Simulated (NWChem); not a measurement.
System: GeH$_{2}$BrF; SMILES [F][GeH2][Br]

The following NWChem deck was run.

```
start job
memory heap 200 mb stack 900 mb global 1100 mb
geometry units angstroms
  Ge    -0.327747     0.922216     0.000000
  F      1.210953     1.738700     0.000000
  Br     0.082917    -1.363583     0.000000
  H     -1.047284     1.290302     1.312929
  H     -1.047284     1.290302    -1.312929
end
basis spherical
  * library sto-3g
end
dft
  xc hfexch
  iterations 150
end
driver
  maxiter 120
end
task dft optimize
task dft freq
```

This build's default masses of Se (78.918 u) and Br (79.917 u) are each other's, which moves their modes by up to 0.6 %.

The level has its own optimisation; frequencies are unscaled.

### Question
Give the results of this calculation. (Hartree-Fock/STO-3G.) Quantities: r F–Ge (Å); r Br–Ge (Å); r Ge–H (Å); highest harmonic frequency (cm⁻¹); lowest (cm⁻¹); zero-point energy (kcal/mol); dipole (D).

### Answer
The r F–Ge (Å) comes out as 1.690, the r Br–Ge (Å) is 2.269 and the r Ge–H (Å) is 1.437. The highest harmonic frequency (cm⁻¹) is 2458 and the lowest (cm⁻¹) is 207. The zero-point energy (kcal/mol) comes out as 13.9 and the dipole (D) is 2.18.
